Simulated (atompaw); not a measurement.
Cutoff test, scandium (Sc), PAW (atompaw)

```
Element                 : scandium
Generator               : atompaw 4.2.0.5
Type                    : PAW
Functional              : PBE
Relativity              : scalar-relativistic
Frozen core             : [Ar]
Valence charge          : 3
Reference configuration : 3d1 4s1.5 4p0.5
Partial waves           : 4s (bound): rc 3.00 bohr; 4s channel at 0.05 Ry: rc 3.00 bohr; 4p (bound): rc 3.00 bohr; 4p channel at 0.85 Ry: rc 3.00 bohr; 3d (bound): rc 3.00 bohr; 3d channel at 0.05 Ry: rc 1.85 bohr
Local potential         : ultrasoft scheme with l = 3 at -0.5 Ry, radius 2.55 bohr
Core correction         : smooth core density matched at 2.65 bohr
Augmentation charge     : sinc compensation charge, radius 2.20 bohr; PAW radius 3.00 bohr; waves and projectors: custom polynom2 7 10 vanderbiltortho
```

The pseudo-atom Hamiltonian at the reference potential is diagonalised in spherical Bessel functions j_l(qr) that vanish at 20 bohr, with q² up to the cutoff. All-electron valence levels (Ry): 4s -0.3340, 4p -0.1297, 3d -0.2803.

Q: How do the lowest levels (Ry) of each channel move with the cutoff, and are there ghosts?

A:

```tsv
cutoff (Ry)	s #1	p #1	p #2	d #1	f #1	Σ f·Δε (mRy)
8	-0.3340	-0.1296	0.0272	-0.2754	0.0874	5.0
10	-0.3340	-0.1296	0.0272	-0.2765	0.0874	3.9
12	-0.3340	-0.1296	0.0272	-0.2781	0.0874	2.2
15	-0.3340	-0.1297	0.0272	-0.2786	0.0874	1.8
18	-0.3340	-0.1297	0.0272	-0.2790	0.0874	1.3
21	-0.3340	-0.1297	0.0272	-0.2797	0.0874	0.7
25	-0.3340	-0.1297	0.0272	-0.2799	0.0874	0.4
30	-0.3340	-0.1297	0.0272	-0.2800	0.0874	0.4
400	-0.3340	-0.1297	0.0272	-0.2803	0.0874	0.0
```

Result: no extra level below or beside the all-electron valence levels (s, p, d, f tested); 10 mRy is reached at 6 Ry and 1 mRy at 21 Ry.
